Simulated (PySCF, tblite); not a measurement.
Compound: C4H9F3OSi.
Cartesian coordinates in Å at the GFN2-xTB level; atoms count from 1:
```
atom  x, y, z in Å
C1     2.5333    0.2471    1.0189
Si2    2.0859   -0.2342   -0.7591
C3     0.3136   -0.9538   -0.7547
O4    -0.5447    0.1286   -0.3237
C5    -1.8481   -0.1586   -0.2508
F6    -2.3448   -0.5822   -1.4513
F7    -2.0899   -1.2111    0.5885
C8    -2.6077    1.0827    0.2281
F9    -3.9438    0.8401    0.2899
H10    1.8290    0.9741    1.4152
H11    2.5204   -0.6157    1.6805
H12    3.5259    0.6845    1.0704
H13    2.9725   -1.2875   -1.2686
H14    2.0890    0.9287   -1.6497
H15    0.1995   -1.7931   -0.0650
H16   -0.0042   -1.2879   -1.7442
H17   -2.2583    1.3460    1.2304
H18   -2.4364    1.8985   -0.4797
```

Level of theory: PBE0/pcSseg-1 in PySCF (dipole) on a GFN2-xTB geometry, gas phase.

Masses are those of the commonest isotopes; rigid-rotor values at the optimised geometry. The values belong to one conformer with, in the numbering `[CH3:1][SiH2:2][CH2:3][O:4][C:5]([F:6])([F:7])[CH2:8][F:9]`, C1–Si2–C3–O4 63°, Si2–C3–O4–C5 180°, C3–O4–C5–F6 -58°, O4–C5–C8–F9 179°.

Q: Give the principal moments of inertia and the rotational constants in GHz.

A: Ia = 177.73, Ib = 833.24, Ic = 884.47 u·Å²; 505379 MHz·u·Å²/I gives 2843, 606.5 and 571.4 MHz, that is A = 2.8434, B = 0.6065, C = 0.5714 GHz.

Q: What kind of rotor is it?

A: A near-prolate asymmetric top: κ = (2 × 606.5 − 2843 − 571.4)/(2843 − 571.4) = -0.97.

Q: Is it planar, by Δ = Ic − Ia − Ib?

A: Not planar: Δ = Ic − Ia − Ib = -126.51 u·Å². For a rigid frame Δ = −2 Σ m c², so Σ m c² = 63.25 u·Å² lies off the ab plane: 10.18 from hydrogen and 53.08 from heavier atoms. The atom farthest from that plane is 1.83 Å away.

Q: List the rotational levels J(Ka,Kc) to J = 5 (MHz).

A: Above 0(0,0):
J = 1: 1(0,1) 1178, 1(1,1) 3415, 1(1,0) 3450
J = 2: 2(0,2) 3533, 2(1,2) 5736, 2(1,1) 5841, 2(2,1) 12552, 2(2,0) 12552
J = 3: 3(0,3) 7065, 3(1,3) 9216, 3(1,2) 9427, 3(2,2) 16085, 3(2,1) 16087, 3(3,1) 27358, 3(3,0) 27358
J = 4: 4(0,4) 11773, 4(1,4) 13857, 4(1,3) 14208, 4(2,3) 20797, 4(2,2) 20803, 4(3,2) 32071, 4(3,1) 32071, 4(4,1) 47851, 4(4,0) 47851
J = 5: 5(0,5) 17654, 5(1,5) 19657, 5(1,4) 20184, 5(2,4) 26685, 5(2,3) 26700, 5(3,3) 37962, 5(3,2) 37962, 5(4,2) 53742, 5(4,1) 53742, 5(5,1) 74031, 5(5,0) 74031
Those of J = 1 are B + C, A + C and A + B.

Q: Which lines would a microwave search look for?

A: The dipole components are |μa| = 2.94 D, |μb| = 1.06 D, |μc| = 0.49 D. The squared components, which scale the intensities, stand as 1.00 : 0.13 : 0.03 (a : b : c). Some lines, for components of 0.1 D or more:

| type | branch | J(Ka,Kc) | MHz | lower level (cm⁻¹) |
| --- | --- | --- | --- | --- |
| a | R | 1(0,1) ← 0(0,0) | 1178 | 0.000 |
| b | R | 3(0,3) ← 2(1,2) | 1330 | 0.191 |
| c | Q | 3(1,3) ← 3(0,3) | 2151 | 0.236 |
| a | R | 2(1,2) ← 1(1,1) | 2321 | 0.114 |
| b | Q | 3(1,2) ← 3(0,3) | 2362 | 0.236 |
| b | R | 1(1,1) ← 0(0,0) | 3415 | 0.000 |
| c | R | 1(1,0) ← 0(0,0) | 3450 | 0.000 |
| a | R | 3(2,2) ← 2(2,1) | 3534 | 0.419 |
| b | R | 2(1,2) ← 1(0,1) | 4558 | 0.039 |
| c | R | 3(1,2) ← 2(0,2) | 5894 | 0.118 |
| b | Q | 2(2,0) ← 2(1,1) | 6711 | 0.195 |
| b | Q | 3(2,2) ← 3(1,3) | 6869 | 0.307 |
| b | R | 2(2,1) ← 1(1,0) | 9102 | 0.115 |
| c | R | 2(2,0) ← 1(1,0) | 9102 | 0.115 |
| c | R | 2(2,1) ← 1(1,1) | 9137 | 0.114 |
| b | R | 3(2,2) ← 2(1,1) | 10245 | 0.195 |
| b | R | 3(2,1) ← 2(1,2) | 10352 | 0.191 |
| b | Q | 3(3,1) ← 3(2,2) | 11273 | 0.537 |

Q: Estimate the classical rotational partition function at 25 K, 200 K and 500 K.

A: Point group C1, symmetry number σ = 1; q = (√π/σ)·√((kT/h)³/(ABC)), k/h = 20836.6 MHz/K: 21200 at 25 K, 480000 at 200 K, 1900000 at 500 K.

Its GFN2-xTB frequencies are all real (lowest 24 cm⁻¹). No vibrational averaging or centrifugal distortion is included, and the geometry carries the error of its method. A rigid rotor knows nothing of internal rotation, which can split or shift real lines.

Hardware: Arm Neoverse V2, one thread, shared host with 96 logical CPUs at a one-minute load of 74. Cost: 37 s wall, 0.91 GiB resident at most. This is the PBE0/pcSseg-1 job that gave the dipole, with the shieldings it also computed.
